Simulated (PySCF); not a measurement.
Levels of Ir⁴⁸⁺ from EOM-EA-GCCSD

Reference: closed-shell Ir⁴⁹⁺, [Ar] 3d10; one electron is added. Calculated with PySCF 2.14, two-component X2C-1e with screened spin-orbit coupling, an uncontracted even-tempered set (18 s from 4.4 bohr⁻², ratio 2.6; 15 p from 5.7 bohr⁻², ratio 2.6; 10 d from 5.7 bohr⁻², ratio 2.6; 5 f from 5.8 bohr⁻², ratio 2.8); frozen [Ar]; the 98 highest virtual spinors dropped; of the others 70 kept and the rest restored at second order. No Breit or QED terms. Binding energies in eV.

| level | Koopmans | second order | EOM-CCSD |
| --- | --- | --- | --- |
| 4s1/2 | 2718.8 | 2720.3 | 2720.3 |
| 4p1/2 | 2613.1 | 2614.6 | 2614.5 |
| 4p3/2 | 2483.7 | 2485.0 | 2485.0 |

Electric-dipole lines between these computed levels:

```tsv
lower	upper	ΔE (eV)	vacuum wavelength (nm)
4s1/2	4p1/2	105.75	11.72
4s1/2	4p3/2	235.30	5.269
```

For comparison, the ionisation energy of Ir⁴⁸⁺ is 2720.4 ± 1.4 eV (semi-empirical (NIST evaluation); NIST Atomic Spectra Database, ionization energies).
